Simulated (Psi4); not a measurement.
HS, charge -1, singlet, geometry from GFN2-xTB (a gas-phase anion, which may not be bound at this level). Base run: R2SCAN/STO-3G (Psi4 1.11).

Geometry (Å):
```xyz
2

S      0.0000     0.0000    -0.0786
H      0.0000     0.0000     1.2582
```
Charge -1, spin multiplicity 1.
All else is at Psi4's defaults (density fitting).
Base energy -394.12291 Eh.

Each row names what was changed in the base input (with any setting that the change needs).

```tsv
change	ΔE vs base (µEh)	SCF cycles	grid points	basis functions	outcome
base	0.0	5	41741	10	converged
dft_pruning_scheme = treutler	-49.9	5	22471	10	converged
dft_radial_points = 50	309	5	28164	10	converged
dft_spherical_points = 590	-0.7	5	81507	10	converged
soscf = true	-	-	-	10	stopped with an error
diis_max_vecs = 3	0.0	5	41741	10	converged
dft_radial_scheme = multiexp	-0.2	5	44745	10	converged
cholesky_tolerance = 1e-6 (with scf_type cd)	820	5	41741	10	converged
e_convergence = 1e-4	0.0	5	41741	10	converged
damping_percentage = 50	0.8	31	41741	10	converged
dft_pruning_scheme = robust	0.2	5	28279	10	converged
level_shift = 1.0	0.0	5	41741	10	converged
scf_initial_accelerator = none	0.0	5	41741	10	converged
```

A gas-phase anion may not be bound at this level; its values then depend on the basis.

- soscf = true: ended with `Fatal Error: Vx: RKS does not support rotated V builds for MGGA's`
